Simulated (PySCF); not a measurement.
2-chlorobuta-1,3-diene (C4H5Cl), SMILES C=CC(=C)Cl. Atoms are numbered in the order given.

```xyz
10

C     -0.4405     2.0780     0.0000
C      0.6018     1.2364     0.0000
C      0.5413    -0.2254     0.0000
C      1.6233    -1.0189     0.0000
Cl    -1.0578    -0.9556     0.0000
H     -1.4680     1.7078     0.0000
H     -0.2865     3.1592     0.0000
H      1.6223     1.6345     0.0000
H      2.6199    -0.5711     0.0000
H      1.5402    -2.1060     0.0000
```

Coordinates come from a B3LYP-D3(BJ)/def2-SVP optimisation. Other conformers were not sampled.

All values below come from PBE/def2-TZVP (PySCF).

Atomic charges (e):

```json
[
 {"atom": "C1", "meta-Löwdin": "-0.25", "Mulliken": "[?]", "Löwdin": "-0.19"},
 {"atom": "C2", "meta-Löwdin": "-0.12", "Mulliken": "[?]", "Löwdin": "-0.20"},
 {"atom": "C3", "meta-Löwdin": "0.03", "Mulliken": "[?]", "Löwdin": "-0.46"},
 {"atom": "C4", "meta-Löwdin": "-0.27", "Mulliken": "[?]", "Löwdin": "-0.20"},
 {"atom": "Cl5", "meta-Löwdin": "-0.06", "Mulliken": "-0.11", "Löwdin": "0.38"},
 {"atom": "H6", "meta-Löwdin": "0.13", "Mulliken": "0.13", "Löwdin": "0.12"},
 {"atom": "H7", "meta-Löwdin": "0.13", "Mulliken": "0.12", "Löwdin": "0.13"},
 {"atom": "H8", "meta-Löwdin": "0.13", "Mulliken": "0.11", "Löwdin": "0.16"},
 {"atom": "H9", "meta-Löwdin": "0.13", "Mulliken": "0.13", "Löwdin": "0.13"},
 {"atom": "H10", "meta-Löwdin": "0.14", "Mulliken": "0.14", "Löwdin": "0.13"}
]
```

**Question.** What belongs in the gaps? (The exact figures need the calculation; the answer reports its results.)

**Answer.** 
- C1, Mulliken: -0.24
- C2, Mulliken: -0.14
- C3, Mulliken: 0.17
- C4, Mulliken: -0.30

Computed Mayer and Wiberg (Löwdin basis) orders of the bonds:
```json
[
 {"bond": "C1–C2", "Mayer": "1.87", "Wiberg": "2.10"},
 {"bond": "C2–C3", "Mayer": "1.08", "Wiberg": "1.30"},
 {"bond": "C3–C4", "Mayer": "1.77", "Wiberg": "2.03"},
 {"bond": "C3–Cl5", "Mayer": "1.06", "Wiberg": "1.61"},
 {"bond": "C1–H6", "Mayer": "0.94", "Wiberg": "0.88"},
 {"bond": "C1–H7", "Mayer": "0.95", "Wiberg": "0.89"},
 {"bond": "C2–H8", "Mayer": "0.94", "Wiberg": "0.81"},
 {"bond": "C4–H9", "Mayer": "0.94", "Wiberg": "0.87"},
 {"bond": "C4–H10", "Mayer": "0.94", "Wiberg": "0.89"}
]
```
